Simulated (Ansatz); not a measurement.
One change: `C[O][Ge]([CH3])([OH])[Cl]` becomes `C[O][Ge]([CH3])([Cl])[Se]C`.

Ansatz, PBE0-D4/def2-TZVP geometries, multiplicity 1. Each molecule was computed in one conformer, which needn't be the lowest.

Scalar relativity is left out up to krypton. Spin–orbit coupling is left out; it splits and shifts lone-pair levels of the heavy atoms by tenths of an eV.

```tsv
property	`C[O][Ge]([CH3])([OH])[Cl]`
LUMO energy (ωB97M-V/def2-TZVPP) / eV	1.92
size of the dipole moment (ωB97M-V/def2-TZVPP) / D	0.41
LUMO energy (PBE/def2-TZVPP) / eV	-0.81
HOMO–LUMO gap (PBE0/def2-TZVPP) / eV	8.41
HOMO energy (PBE0/def2-TZVPP) / eV	-8.22
LUMO energy (B3LYP/def2-TZVPP) / eV	-0.16
```

(1) Give the same properties after the change, and the shifts. (An estimate is asked.)

Answers

(1) The calculation gave: 
```json
{"property": "LUMO energy (ωB97M-V/def2-TZVPP) / eV", "`C[O][Ge]([CH3])([Cl])[Se]C`": "1.30", "shift": "-0.62"}
{"property": "size of the dipole moment (ωB97M-V/def2-TZVPP) / D", "`C[O][Ge]([CH3])([Cl])[Se]C`": "1.39", "shift": "0.98"}
{"property": "LUMO energy (PBE/def2-TZVPP) / eV", "`C[O][Ge]([CH3])([Cl])[Se]C`": "-1.43", "shift": "-0.62"}
{"property": "HOMO–LUMO gap (PBE0/def2-TZVPP) / eV", "`C[O][Ge]([CH3])([Cl])[Se]C`": "6.21", "shift": "-2.20"}
{"property": "HOMO energy (PBE0/def2-TZVPP) / eV", "`C[O][Ge]([CH3])([Cl])[Se]C`": "-6.77", "shift": "1.45"}
{"property": "LUMO energy (B3LYP/def2-TZVPP) / eV", "`C[O][Ge]([CH3])([Cl])[Se]C`": "-0.81", "shift": "-0.65"}
```

With PBE0 the HOMO rises by 1.45 eV and the LUMO falls by 0.75 eV, so the gap narrows by about 2.20 eV. PBE moves the HOMO by 1.01 eV and ωB97M-V by 1.69 eV. Dipoles are sizes alone; their direction can turn.

B3LYP here is the variant with VWN-RPA as its local correlation; programs differ in this.
